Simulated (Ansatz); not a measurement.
Ansatz results at the PBE0-D4/def2-TZVP geometry: HOMO energy (PBE/def2-TZVPP) -7.80 eV; zero-point energy (PBE0-D4/def2-TZVP) 57.0 kJ/mol; size of the dipole moment (B3LYP/def2-TZVPP) 1.62 D.

Each molecule was computed in one conformer, which needn't be the lowest.

Problem. Which molecule gave them?
A. `CN[SiH3]`
B. `O[Si](F)(Cl)Cl`
C. `O[Si](F)(F)Br`
D. `[SiH3][SiH](Br)Br`

Solution. C. The others give `CN[SiH3]`: -5.43, 207.4, 1.26; `O[Si](F)(Cl)Cl`: -8.12, 55.2, 1.73; `[SiH3][SiH](Br)Br`: -6.88, 95.1, 1.49.

B3LYP here is the variant with VWN-RPA as its local correlation; programs differ in this.
